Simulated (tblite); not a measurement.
Q: What does the GFN2-xTB structure of `[C]#C[Si@@H](O)CC` [radical] look like in three dimensions? (Doublet state.)

A: 
```
atom  x, y, z in Å
C1     1.472    2.685   -0.992
C2     1.328    1.562   -0.597
Si3    1.180   -0.158    0.134
O4     1.040   -0.091    1.751
C5    -0.460   -0.899   -0.485
C6    -1.682   -0.060   -0.130
H7     2.379   -0.902   -0.264
H8     1.683    0.332    2.313
H9    -0.571   -1.897   -0.058
H10   -0.409   -1.023   -1.568
H11   -2.592   -0.532   -0.498
H12   -1.607    0.931   -0.573
H13   -1.767    0.052    0.949
```

Orientation and origin are arbitrary. Atoms count from 1 in this order. Si3 (silicon bonded to 2 C, O and H) is distorted tetrahedral (angles from 105.4° to 114.8°). Of the pairs four or more bonds apart, C2···H12 is among the closest relative to their van der Waals radii: 3.00 Å, 104 % of the sum of Bondi's values. The 2 C–C bonds span 1.200 Å (C1≡C2, drawn triple) to 1.524 Å (C5–C6, drawn single), a spread of 0.324 Å. The 2 C–Si bonds span 1.874 Å (C2–Si3, drawn single) to 1.903 Å (Si3–C5, drawn single), a spread of 0.029 Å.

Bonds between heavy atoms (Å): C1≡C2 1.200, C2–Si3 1.874, Si3–O4 1.624, Si3–C5 1.903, C5–C6 1.524.

Structure optimised with GFN2-xTB, isolated species. This method treats the open shell by occupation alone, without spin polarisation.

Point group: C1 (no symmetry element, even within 0.4 Å). Its GFN2-xTB frequencies are all real (lowest 46 cm⁻¹). Torsions: C2–Si3–O4–H -57°, C2–Si3–C5–C6 -57°. 3 starts were optimised and ended at 0.00, 0.11 and 0.35 kcal/mol (GFN2-xTB); the lowest of these is shown.

Time: 0.81 s of wall time. Hardware: Intel Xeon at 2.60 GHz, one thread, no GPU, shared host with 96 logical CPUs at a one-minute load of 15. That covers the optimisation of the geometry.

One conformer stands for the species.

These are computed values.
